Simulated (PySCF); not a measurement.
## Computed properties of C3H9FOSi, SMILES O[SiH2]C(C)(C)F

C₃H₉FOSi, SMILES CC(C)(F)[SiH2]O. Geometry: r2SCAN-D4/def2-SVP. The structure was generated by enumeration, and PubChem lists no compound with its InChIKey, so it may never have been made. Other conformers were not sampled. All values are computed for the isolated molecule unless a solvent is named; none is compared with measurement here.

**Structure.** All 39 harmonic modes at r2SCAN-D4/def2-SVP (PySCF) are real, so it is a minimum. With heavy atoms numbered as in [CH3:1][C:2]([CH3:3])([F:4])[SiH2:5][OH:6], the shortest bond between them is C2–F4 at 1.441 Å and the longest C2–Si5 at 1.912 Å.

**Vibrations.** The strongest infrared lines (harmonic, unscaled, degenerate partners summed) lie at 919 cm⁻¹ (192 km/mol, H 75 %, C 15 %), 2207 cm⁻¹ (147 km/mol, H 97 %), 905 cm⁻¹ (143 km/mol, H 46 %, Si 27 %, O 20 %). The softest mode is at 75 cm⁻¹ and the zero-point energy is 72.9 kcal/mol.

**Electronic structure.** M06-2X/def2-TZVP (PySCF) places the frontier levels at -9.30 and 0.99 eV, a gap of 10.29 eV, and gives a dipole moment of 1.83 D and a mean polarisability of 65.2 bohr³. PBE/def2-TZVP (PySCF) at the same geometry gives -6.60 and -0.64 eV, so its gap is 4.33 eV narrower. An orbital gap is neither the optical nor the fundamental gap.

**Excitations.** TDA-ωB97X/def2-SVPD (PySCF) has S1 at 7.36 eV (168 nm, f = 0.001, dark); the most intense of the 6 singlets computed lies at 9.09 eV (f = 0.06). T1 (TDA) is at 6.90 eV, 0.46 eV under S1. TDA-PBE/def2-SVPD (PySCF) puts S1 at 6.08 eV. No vertical singlet excitation falls in the visible range (under 3.1 eV).

**NMR.** GIAO shifts at KT2/pcSseg-1 (PySCF) (non-relativistic, atoms alike by connectivity averaged): ¹³C from 27.2 to 97.5 ppm against TMS; ¹H from 1.4 to 5.2 ppm against TMS; ²⁹Si at -12.4 ppm against TMS; ¹⁹F at -213.3 ppm against CFCl3.

**Solvation.** SMD-M06-2X/6-31G* (PySCF) gives -3.1 kcal/mol in water, -4.9 kcal/mol in acetonitrile, -6.5 kcal/mol in methanol (1 M in both phases, gas-phase geometry); of these solvents methanol holds the molecule best.
